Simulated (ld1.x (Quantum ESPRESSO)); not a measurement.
# Before and after: TM potential for As (Z = 33)

| Quantity | Value |
| --- | --- |
| Element | As |
| Generator | ld1.x (Quantum ESPRESSO) 7.5 |
| Type | norm-conserving Troullier–Martins (Kleinman–Bylander form) |
| Functional | PBE |
| Relativity | scalar-relativistic |
| Frozen core | [Ar] 3d10 |
| Valence charge | 5 |
| Reference configuration | 4s1.5 4p3.5 |
| Partial waves | 4s (bound): rc 1.75 bohr; 4p (bound): rc 1.65 bohr; 4d channel at 0.05 Ry: rc 1.70 bohr |
| Local potential | the d channel |
| Core correction | Bessel-smoothed model core inside 1.15 bohr |

All-electron outer shells of the reference configuration (PBE, scalar-relativistic, ld1.x):

| shell | level (eV) | outermost node (bohr) | outermost maximum (bohr) |
| --- | --- | --- | --- |
| 3p | -134.54 | 0.22 | 0.52 |
| 3d | -41.48 | – | 0.47 |
| 4s | -14.94 | 0.73 | 1.61 |
| 4p | -5.52 | 0.78 | 1.97 |

Change: wave 4s (bound): rc 1.75 bohr becomes 4s (bound): rc 2.06 bohr.

Cutoffs: the cutoffs (Ry, on a coarse ladder) from which the occupation-weighted sum of valence levels, in a spherical-Bessel basis at the reference potential, stays within 10 and 1 mRy of its value at 400 Ry; they do not see the model core or the augmentation charge, which bear on the density cutoff. Errors are all-electron minus pseudo energies relative to the spin-unpolarised reference configuration.

Question: Predict the effect on cutoff, ghosts and configuration errors.

Answer: The potential gets neither clearly harder nor softer (21 Ry and 45 Ry → 21 Ry and 40 Ry); the bound ghosts move from p, s to p; of the 6 tests that both files solve, the error grows in 5 and shrinks in 0 by more than 15 % and 0.3 meV (median size 7.9 → 10.8 meV). More of the atom is replaced by a form fitted at one configuration, so other configurations suffer.

```csv
quantity,base,changed
"cutoff, loose",21 Ry,21 Ry
"cutoff, tight",45 Ry,40 Ry
loose cutoff by channel (10 mRy a level),"s 15 Ry, p 15 Ry","s 12 Ry, p 15 Ry"
bound ghosts,"s, p",p
"tests counted (converged, no solver errors)",6 of 7,6 of 7
"error for 4s2 4p3, meV [ΔE -4.68 eV]",-2.0,-4.8
"error for 4s2 4p2, meV [ΔE 4.47 eV]",-3.0,-5.3
"error for 4s2 4p1, meV [ΔE 22.39 eV]",-17,-16
"error for 4s1 4p4, meV [ΔE 4.74 eV]",-3.0,-6.0
"error for 4s0 4p5, meV [ΔE 14.38 eV]",-27,-55
"error for 4s1 4p3, meV [ΔE 14.58 eV]",-13,-17
```

Base: Tests not counted: 4s1 4p0 (solver errors, printed error -940 meV). Changed file: Tests not counted: 4s1 4p0 (solver errors, printed error -6.4 eV). A true bound ghost makes a file unfit for plane-wave use even where its test errors are small: the radial tests pick states by their node count and pass the ghost by. Where a test does run into it, the solver fails or the error is huge.
